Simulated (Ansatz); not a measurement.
Consider the redistribution: `O/C([SiH3])=C/[SiH3]` + `COB(C)S` → `CB(S)O[SiH3]` + `C/C=C(\O)[SiH3]`.

Program: Ansatz. Geometries: PBE0-D4/def2-TZVP. ΔE: electronic, gas phase. CCSD(T)/CBS is the MP2 limit (def2-TZVPP, def2-QZVPP) plus CCSD(T) − MP2 in def2-TZVPP, frozen cores. Double bonds are as drawn, so ΔE can hold a change between cis and trans. Functionals use def2-TZVPP. Each species was taken in one conformer, which may not be the lowest.

```tsv
species	PBE-D4 energy (Eh)
`O/C([SiH3])=C/[SiH3]`	-734.79408
`COB(C)S`	-578.45539
`CB(S)O[SiH3]`	-829.77705
`C/C=C(\O)[SiH3]`	-483.51892
```

Q: Work out ΔE.

A: ΔE = (-829.77705) + (-483.51892) − (-734.79408) − (-578.45539) = -0.04650 Eh = -122.1 kJ/mol. CCSD(T)/CBS gives -137.1 kJ/mol.

Largest T1 diagnostic among the species: 0.013.

In def2-TZVPP, CCSD(T) changes the Hartree–Fock value by +15.5 kJ/mol (the triples alone add +3.4 kJ/mol) and MP2 by +10.3 kJ/mol. From PBE to PBE0 (25 % exact exchange), in def2-TZVPP and without D4, ΔE moves by −6.7 kJ/mol.
